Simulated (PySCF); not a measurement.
C2H3Cl2FSi, SMILES F/C(=C/Cl)[SiH2]Cl.

Geometry: PBE0-D3(BJ)/def2-SVP. The structure was generated by enumeration; whether it is a known compound was not checked. One conformer was computed; it need not be the lowest.

Method: PySCF with SMD-M06-2X/6-31G*.

Solvation free energies are E(SMD) − E(gas) at the gas-phase geometry, for 1 M in both phases. In vacuum the dipole moment is 1.69 D.

**Question.** Estimate the solvation free energies in water, acetone, ethylethanoate. (Estimate from the structure and the level; the computed values follow.)

**Answer.** 
| solvent | ΔG(solv) (kcal/mol) | its non-electrostatic (CDS) part | dipole (D) |
|---|---|---|---|
| water | 0.9 | 4.1 | 2.21 |
| acetone | -3.7 | -0.8 | 2.18 |
| ethylethanoate | -3.3 | -0.9 | 2.08 |
